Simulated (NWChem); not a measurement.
# 1,3-disilacyclobutane (C2H8Si2); SMILES C1[SiH2]C[SiH2]1

```xyz
12

C      1.3589     0.0000     0.1591
Si     0.0000     1.3152    -0.0758
C     -1.3589     0.0000     0.1591
Si     0.0000    -1.3152    -0.0758
H      1.7455     0.0000     1.1921
H      2.2149     0.0000    -0.5303
H      0.0000     2.4462     0.9052
H      0.0000     1.8817    -1.4603
H     -1.7455     0.0000     1.1921
H     -2.2149     0.0000    -0.5303
H      0.0000    -2.4462     0.9052
H      0.0000    -1.8817    -1.4603
```
Atoms are numbered in this order, from 1.

Program: NWChem. All runs use the structure optimised with PBE0/def2-SVP. Level TPSS/def2-SVP: energy and gradient; each run changes one setting, and changes count from the defaults (medium grid, exact Coulomb integrals, symmetry on).

| setting | size of the energy change (μHa) | largest change of a gradient component (μHa/bohr) | time, defaults = 1 (rough) |
|---|---|---|---|
| defaults | < 10 | < 30 | about 1 |
| Becke weights | < 10 | 100 | about 1 |
| Coulomb fitting, Weigend set | 500 | 100 | about 1 |
| Coulomb fitting, Ahlrichs set | 300 | 90 | about 1 |
| coarse grid | 100 | 500 | about 1 |
| symmetry off | < 10 | other frame | 3 |
